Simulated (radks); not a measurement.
The numbers below are computed, except where a source is named.
Coulomb parameter of the 5d shell of the tantalum ion Ta+ in the model configuration [Xe] 4f14 5d1.5 6s1 6p1.5, as a second difference U = [E(n + 1) + E(n - 1) - 2 E(n)] / (1)^2 with all orbitals relaxed. "Bare": the charge of the atom changes with n. "Screened": the 6p shell takes up the change at fixed total charge, which measures U(5d,5d) + U(6p,6p) - 2 U(5d,6p). Level of theory: scalar-relativistic Kohn-Sham, r2SCAN, spin-unpolarised, spherical densities, finite nucleus; meta-GGA in the generalised Kohn-Sham scheme; Fermi nuclear charge, rms radius 5.3507 fm (a radial shooting solver on a logarithmic mesh with Libxc functionals).

\begin{tabular}{lrr}
case & configuration & E - E(n) (eV) \\ \hline
start & [Xe] 4f14 5d1.5 6s1 6p1.5 & 0.000 \\
bare +1 & [Xe] 4f14 5d2.5 6s1 6p1.5 & -10.232 \\
bare -1 & [Xe] 4f14 5d0.5 6s1 6p1.5 & 19.716 \\
screened +1 & [Xe] 4f14 5d2.5 6s1 6p0.5 & -5.466 \\
screened -1 & [Xe] 4f14 5d0.5 6s1 6p2.5 & 7.069 \\
\end{tabular}

U(bare) = 9.484 eV, U(screened by 6p) = 1.603 eV, against the Slater integral F0(5d,5d) = 12.824 eV with frozen orbitals.
